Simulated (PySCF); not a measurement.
CH4ClFSi, SMILES C[SiH](Cl)F. Geometry: ωB97X-D3(BJ)/def2-SVP.

Computed equilibrium geometry at ωB97X-D3(BJ)/def2-SVP (PySCF confirms it by a frequency run) as Cartesian coordinates in Å:
```xyz
8

Si     0.0388    -0.4423     0.3474
C      1.8741    -0.4112     0.1090
F     -0.6240    -1.4880    -0.7029
Cl    -0.7378     1.4174    -0.0631
H     -0.3953    -0.8401     1.7053
H      2.3084    -1.4076     0.2881
H      2.3390     0.3038     0.8060
H      2.1193    -0.1009    -0.9186
```
